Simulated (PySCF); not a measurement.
## Correlation energy of Mn (manganese, neutral)

[Ar] 3d7, high-spin 4F determinant (an excited configuration). Calculation: PySCF 2.14, in dyall-av2z; no relativity, point nucleus. Frozen: [Ar]; 7 electrons correlated; the 25 highest virtual orbitals of each spin left out.

| level | correlation energy (mhartree) |
| --- | --- |
| CCSD | -206.78 |
| (T) | -13.34 |
| CCSD(T) | -220.12 |

Diagnostics: T1 = 0.071, D1 = 0.1143, largest double amplitude 0.071.

T1 exceeds 0.03, a sign that the reference determinant is poor.

Cost of the coupled-cluster step: about 30 core-seconds, for 7 correlated electrons.
